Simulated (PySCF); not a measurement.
Computed shifts of a molecule CH6GeO2Si, KT2/pcSseg-1 (PySCF), GIAO, gas phase, atoms alike by connectivity averaged where their shifts nearly agree, in ppm (number of nuclei): ¹³C: 10.0 (1). ²⁹Si: 21.2 (1). ¹H: 7.09 (1), 6.18 (2), 1.24 (3). References: ¹³C against TMS (σ = 185.1 ppm); ⁷³Ge against GeH4 (σ = 1669.3 ppm); ¹⁷O against H2O (σ = 330.4 ppm); ²⁹Si against TMS (σ = 361.9 ppm); ¹H against TMS (σ = 31.47 ppm), references at their B3LYP-D3(BJ)/def2-TZVP geometries, non-relativistic. Geometry: PBE0-D3(BJ)/def2-SVP. The values are those of a single conformer.

Task: Which molecule gave these data?
A) [CH3][GeH]1[O][SiH2][O]1
B) O=[C]([GeH3])[SiH2]O
C) [OH][Ge@@H]1[CH2]O[SiH2]1
D) O[C@H]1[SiH2][O][GeH2]1

Result: A, [CH3][GeH]1[O][SiH2][O]1
